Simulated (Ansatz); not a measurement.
Cu4Te2. The state is a triplet with charge 0. Geometry PBE-D4/def2-SVP, that of the neutral singlet; atoms count from 1.

```tsv
atom	x (Å)	y (Å)	z (Å)
Cu1	1.6857	-1.0177	-0.8961
Cu2	0.3177	-0.7013	1.0585
Cu3	-0.8605	1.3464	0.6645
Cu4	-0.5415	-0.1472	-1.1809
Te5	-2.2006	-0.8582	0.6345
Te6	1.5993	1.3780	-0.2806
```

In the def2 sets Te takes a core potential; there is no spin–orbit coupling. At PBE0-D4/def2-SVP a singlet of charge 0 lies 1.43 eV below the triplet at the same geometry. Another isomer (singlet) lies 0.05 eV lower at PBE0-D4/def2-TZVP; other spin states weren't run for this one.

Q: Estimate the Mulliken populations from the PBE0/def2-SVP orbitals of Ansatz.

A: 
```csv
atom,charge (e),spin (α − β),d electrons
Cu1,-0.08,0.60,9.77
Cu2,0.12,0.19,9.75
Cu3,0.15,0.12,9.76
Cu4,0.12,0.19,9.75
Te5,-0.17,0.39,–
Te6,-0.15,0.50,–
```
Mulliken values depend strongly on the basis.

Q: Where does the spin sit?

A: Summed by element: Cu 1.10, Te 0.90, of 2 unpaired in all. Largest on single atoms: Cu1 0.60, Te6 0.50, Te5 0.39.

Q: And the Mayer bond orders between heavy atoms (over 0.3)?

A: Cu1–Cu2 0.50 (2.41 Å); Cu1–Cu4 0.49 (2.41 Å); Cu1–Te6 0.66 (2.47 Å); Cu2–Cu3 0.32 (2.40 Å); Cu2–Te5 0.68 (2.56 Å); Cu2–Te6 0.45 (2.79 Å); Cu3–Cu4 0.32 (2.40 Å); Cu3–Te5 0.76 (2.58 Å); Cu3–Te6 0.61 (2.64 Å); Cu4–Te5 0.68 (2.56 Å); Cu4–Te6 0.45 (2.78 Å).
